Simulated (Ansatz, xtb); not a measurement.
Complex: H2O (SMILES O) (first 3 atoms) with CH4S (SMILES CS); geometry from B3LYP-D3(BJ)/def2-TZVP, rigid monomers moved along the line of their centres of mass till O1···H9 is 1.98 Å.
(charge 0, multiplicity 1):
```xyz
9

O      0.26080    -0.08704     0.28513
H      0.83101    -0.70921    -0.17931
H     -0.61837    -0.21400    -0.08751
C      0.81300     0.83633     4.11022
S      0.22018    -0.79021     3.53805
H      0.12419     1.62850     3.82404
H      0.86009     0.78618     5.19671
H      1.80763     1.05009     3.72434
H      0.23645    -0.51090     2.22094
```

Counterpoise-corrected where a basis set is named; no monomer relaxation.

Frozen-core correlation.

The values were computed with Ansatz (Gaussian basis) for Hartree–Fock, density functionals and correlated methods; xtb for the GFN methods. Each number belongs to the level named beside it.

### Question
One of these levels gives -88.4 meV for the interaction energy. Name it.
(A) GFN-FF
(B) SCS-MP2/aug-cc-pV(D+d)Z
(C) GFN2-xTB

### Answer
A, GFN-FF. The others give -152.2 (GFN2-xTB), -23.1 (SCS-MP2/aug-cc-pV(D+d)Z)

Ansatz is a quantum-chemistry and plane-wave program.
